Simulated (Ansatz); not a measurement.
Frontier orbitals of C2H8FInS.

Z-matrix (Å, degrees):
```
C
In 1 2.137
H 1 1.090 2 111.6
H 1 1.091 2 109.7 3 121.0
H 1 1.091 2 108.5 3 -120.3
C 2 2.135 1 139.0 3 -6.8
F 2 2.552 1 100.1 3 109.2
S 2 2.498 1 111.1 3 -177.6
H 6 1.090 2 111.6 1 9.7
H 6 1.091 2 108.6 1 130.1
H 6 1.091 2 109.6 1 -111.3
H 7 0.967 2 76.7 1 109.1
H 8 1.343 2 94.4 1 -1.5
```

Charge 0, multiplicity 1. Correlated methods include outer-core shells of In, which these sets cover unevenly. In: def2 effective core potential. The bonds changed during the relaxation, so this is another structure than the one it started from. The geometry is a stationary point of PBE0-D4/def2-TZVP. It is one conformer, not always the lowest. Basis def2-TZVPP, Ansatz.

| functional | HOMO (eV) | LUMO (eV) | gap (eV) |
| --- | --- | --- | --- |
| LDA (SPW92) | -6.52 | -1.57 | 4.95 |
| PBE | -6.35 | -1.31 | 5.04 |
| revPBE | -6.28 | -1.20 | 5.08 |
| r2SCAN | -6.61 | -1.02 | 5.59 |
| B97M-V | -6.66 | -1.26 | 5.40 |
| PBE0 | -7.55 | -0.58 | 6.97 |
| B3LYP | -7.29 | -0.86 | 6.43 |
| r2SCANh | -7.06 | -0.77 | 6.29 |
| ωB97X-V | -9.87 | 1.15 | 11.02 |
| ωB97M-V | -9.71 | 0.77 | 10.48 |
| HF | -10.23 | 1.71 | 11.94 |

What is the vertical ionisation energy at frozen-core CCSD(T)/def2-TZVPP? (An estimate is asked.)

Computed: 9.63 eV (T1 of the cation 0.019).

Against PBE, PBE0 changes HOMO and LUMO by −1.20 and +0.73 eV, ωB97M-V by −3.37 and +2.08 eV. A gap of 5.04 eV thus becomes 10.48 eV for the same molecule, so an orbital gap means little without its functional. A positive LUMO is unbound and depends on the basis. −ε(HOMO) differs from that ionisation energy by −3.29 eV with PBE and +0.08 eV with ωB97M-V.

B3LYP here is the variant with VWN-RPA as its local correlation; programs differ in this.
